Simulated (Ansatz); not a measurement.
A nudged elastic band was laid between two geometries of CH$_{6}$BClO$_{2}$ (11 atoms, charge 0, multiplicity 1).

Method: RKS PBE-D4/def2-SVP (Ansatz 0.2.0).

```yaml
movable_images: 7
climbing_image: yes
spring: 5.0 eV/Å²
optimiser: quadratic models (default)
start_path: through a guess of the saddle point
force_threshold: 0.03 eV/Å
iteration_limit: 60
end_points: relaxed
```

Initial state:

```xyz
11
Properties=species:S:1:pos:R:3
B 0.059 -0.008 0.428
O -0.941 -0.750 1.037
H -1.817 -0.389 0.817
Cl 1.671 -0.909 0.366
H -0.168 0.732 -0.520
O 0.454 1.243 1.668
C 1.449 2.219 1.298
H 2.381 1.719 0.966
H 1.024 2.795 0.457
H 1.641 2.897 2.152
H 0.814 0.678 2.387
```

Final state:

```xyz
11
Properties=species:S:1:pos:R:3
B 0.215 0.522 0.202
O -0.640 -0.005 1.836
H -0.183 -0.870 1.928
Cl 1.550 -0.775 0.277
H -0.684 0.281 -0.584
O 0.545 1.836 0.376
C 1.614 2.270 1.195
H 2.533 1.669 1.024
H 1.825 3.333 0.959
H 1.345 2.196 2.273
H -1.554 -0.228 1.569
```

**Question.** Which bonds break or form, and what moves?

**Answer.** Bonds broken: B1–O2, O6–H11. Bonds formed: O2–H11. CH6BClO2 becomes CH4BClO + H2O.

**Question.** What energy profile does the band end with?

**Answer.** The forces met the threshold. The highest image is number 4 of 0 to 8, 46.8 kJ/mol above the first end and 42.3 kJ/mol above the last; the last end lies 4.5 kJ/mol above the first. A vibrational analysis at the climbing image gives 2 clearly imaginary modes (1007i, 86i cm⁻¹): a point of higher order. A lower path may pass nearby, or the ends, which weren't checked, may share the extra mode. The orbitals stay closed-shell, which can raise the energy where a bond breaks towards radicals; this wasn't checked here.

```csv
image,path coordinate (Å),energy (kJ/mol),B1–O2 (Å),O6–H11 (Å),O2–H11 (Å)
0,0.00,0.0,1.39,0.98,2.63
1,0.70,1.4,1.39,0.98,2.38
2,1.40,5.1,1.40,0.98,2.19
3,2.10,8.3,1.41,0.98,2.01
4,2.80,46.8,1.56,1.25,1.22
5,3.61,13.8,1.92,2.10,0.98
6,4.42,9.4,2.06,2.55,0.98
7,5.23,6.5,2.02,2.93,0.98
8,6.03,4.5,1.92,3.18,0.98
```

**Question.** What is the geometry of the highest image?

**Answer.** 
```xyz
11
Properties=species:S:1:pos:R:3:forces:R:3
B 0.260 0.069 0.376 0.01 0.00 0.00
O -0.766 -0.260 1.507 0.00 -0.01 0.01
H -1.665 -0.347 1.138 0.00 0.01 -0.01
Cl 1.792 -0.900 0.566 -0.01 0.00 0.00
H -0.241 0.034 -0.735 0.00 0.00 0.00
O 0.371 1.504 0.948 -0.02 0.01 -0.01
C 1.575 2.176 1.317 0.03 0.01 0.00
H 2.451 1.583 0.986 0.00 0.00 0.00
H 1.594 3.178 0.843 0.00 -0.01 0.00
H 1.627 2.295 2.419 -0.01 0.00 0.00
H -0.430 0.898 1.691 0.00 -0.02 0.00
```

The band took 16 iterations and roughly 7 core-minutes.

The run took 3.5 min on 2 threads of Arm Neoverse V1, with other jobs on the host, peak memory 0.14 GiB.
